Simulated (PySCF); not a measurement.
chlorine atom (Cl), doublet; DF-PBE/def2-QZVPP in PySCF.

The PySCF input:
```python
from pyscf import gto, scf, dft

mol = gto.Mole()
mol.atom = '''
    Cl    0.000000    0.000000    0.000000
'''
mol.basis = 'def2-qzvpp'
mol.charge = 0
mol.spin = 1
mol.verbose = 4
mol.max_memory = 1800
mol.build()

mf = dft.UKS(mol)
mf.xc = 'pbe'
mf = mf.density_fit(auxbasis='def2-universal-jkfit')
mf.kernel()
```

Q: Write the output that PySCF gives for this input, abridged.

A: 
```
PySCF version 2.14.0

[INPUT] verbose = 4
[INPUT] num. atoms = 1
[INPUT] num. electrons = 17
[INPUT] charge = 0
[INPUT] spin (= nelec alpha-beta = 2S) = 1
[INPUT] symmetry False subgroup None
[INPUT] Mole.unit = angstrom
[INPUT] Symbol           X                Y                Z      unit          X                Y                Z       unit  Magmom
[INPUT]  1 Cl     0.000000000000   0.000000000000   0.000000000000 AA    0.000000000000   0.000000000000   0.000000000000 Bohr   0.0

nuclear repulsion = 0
number of shells = 22
number of NR pGTOs = 105
number of NR cGTOs = 70
basis = def2-qzvpp
ecp = {}

******** <class 'pyscf.df.df_jk.DFUKS'> ********
method = DFUKS
initial guess = minao
damping factor = 0
level_shift factor = 0
DIIS = <class 'pyscf.scf.diis.CDIIS'>
diis_start_cycle = 1
diis_space = 8
diis_damp = 0
SCF conv_tol = 1e-09
SCF conv_tol_grad = None
SCF max_cycles = 50
direct_scf = False
number electrons alpha = 9  beta = 8
XC library pyscf.dft.libxc version 7.1.2
    S. Lehtola, C. Steigemann, M. J. T. Oliveira, and M. A. L. Marques,  SoftwareX 7, 1–5 (2018)
XC functionals = pbe
    J. P. Perdew, K. Burke, and M. Ernzerhof,  Phys. Rev. Lett. 77, 3865 (1996)
    J. P. Perdew, K. Burke, and M. Ernzerhof,  Phys. Rev. Lett. 78, 1396 (1997)
    J. P. Perdew, K. Burke, and M. Ernzerhof,  Phys. Rev. Lett. 77, 3865 (1996)
    J. P. Perdew, K. Burke, and M. Ernzerhof,  Phys. Rev. Lett. 78, 1396 (1997)
radial grids:
    Treutler-Ahlrichs [JCP 102, 346 (1995); DOI:10.1063/1.469408] (M4) radial grids

becke partition: Becke, JCP 88, 2547 (1988); DOI:10.1063/1.454033
pruning grids: <function nwchem_prune>
grids dens level: 3
symmetrized grids: False
atomic radii adjust function: <function treutler_atomic_radii_adjust>
small_rho_cutoff = 0
Set gradient conv threshold to 3.16228e-05
tot grids = 18880
init E= -459.908319140684

cycle= 1 E= -459.968768143818  delta_E= -0.0604  |g|= 0.162  |ddm|= 0.484
cycle= 2 E= -459.973082926418  delta_E= -0.00431  |g|= 0.0301  |ddm|= 0.0828
cycle= 3 E= -459.973280306553  delta_E= -0.000197  |g|= 0.00781  |ddm|= 0.0223
cycle= 4 E= -459.973302168086  delta_E= -2.19e-05  |g|= 0.00527  |ddm|= 0.0109
cycle= 5 E= -459.973311549564  delta_E= -9.38e-06  |g|= 0.000209  |ddm|= 0.00365
cycle= 6 E= -459.973311571905  delta_E= -2.23e-08  |g|= 2.35e-05  |ddm|= 0.000201
cycle= 7 E= -459.973311572156  delta_E= -2.5e-10  |g|= 1.07e-06  |ddm|= 1.75e-05
Extra cycle  E= -459.973311572157  delta_E= -7.96e-13  |g|= 1.91e-07  |ddm|= 1.66e-06
converged SCF energy = -459.973311572157  <S^2> = 0.75322396  2S+1 = 2.0032214
```
